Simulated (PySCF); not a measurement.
Worked example: dipole moment from atomic charges

ReOBr3, SMILES [O]=[Re]([Br])([Br])[Br] (connectivity only; charge and spin as stated), neutral, multiplicity 3. Atoms are numbered in the order given.

```xyz
5

Re     0.0000     0.0000    -0.4755
O      0.0000     0.0000    -2.1453
Br     1.8951    -1.0942     0.5031
Br     0.0000     2.1883     0.5031
Br    -1.8951    -1.0942     0.5031
```
Charge 0, spin multiplicity 3.

Coordinates come from a PBE0-D3(BJ)/def2-SVP optimisation. The spin state was assumed, not searched. The def2 effective core potentials stand for the cores of Re; spin–orbit coupling is left out.

Charges (e) from PBE/def2-TZVP in PySCF:

```csv
atom,ESP fit,Mulliken
Re1,0.146,0.933
O2,-0.084,-0.319
Br3,-0.021,-0.204
Br4,-0.020,-0.204
Br5,-0.021,-0.204
```

The dipole moment of the full density is 0.40 D.

### Question
What dipole moment does each set of point charges give, and which comes closer to that of the density?

### Answer

μ = Σ q r, and 1 e Å = 4.8032 D.
ESP fit: Σ q r = (0.000, 0.002, 0.080) e Å, |μ| = 0.38 D.
Mulliken: Σ q r = (0.000, 0.000, -0.067) e Å, |μ| = 0.32 D.
ESP fit comes closer in size. Point charges leave out the atoms' own dipoles (lone pairs, polarised bonds); fits to the potential absorb them, partitions of the density don't.
